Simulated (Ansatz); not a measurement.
## Abstraction of Cl: C4H9Cl + CBrCl2 → C4H9 + CBrCl3

Species: C4H9Cl `CC(C)(C)Cl`, singlet; CBrCl2 `Cl[C](Cl)Br`, doublet; C4H9 (tert-butyl radical) `C[C](C)C`, doublet; CBrCl3 (bromotrichloromethane) `ClC(Cl)(Cl)Br`, singlet. A radical takes Cl: the energy is the difference in strength between two C–Cl bonds in different surroundings.

Shapes, held fixed at every level: PBE0-D4/def2-TZVP. Programs: Ansatz 0.2.0. The zero-point and thermal change to 298 K, harmonic and unscaled (PBE0-D4/def2-TZVP), is -6.9 kJ/mol.

```tsv
level	kind	ΔH(298 K) (kJ/mol)	less CCSD(T)/def2-TZVPP
HF/def2-TZVPP	Hartree–Fock	+78.3	+3.1
PBE-D4/def2-TZVPP	GGA	+63.3	-11.9
r2SCAN0-D4/def2-TZVPP	global hybrid	+71.8	-3.4
wB97M-V/def2-TZVPP	range-separated hybrid	+68.6	-6.6
MP2/def2-SVP	perturbation theory	+68.0	-7.2
CCSD/def2-SVP	coupled cluster or CI	+73.0	-2.2
CCSD(T)/def2-TZVPP	coupled cluster or CI	+75.2	0.0
```

The highest level, CCSD(T)/def2-TZVPP, gives ΔH(298 K) = +75.2 kJ/mol; the levels span +63.3 to +78.3. The column of differences is taken from that level and isn't an error. No measured value is set beside it here. Open shells run unrestricted unless RO is named. Relativity is left out for Br unless named. Correlated rows may include outer-core shells of Br, which these sets cover unevenly.
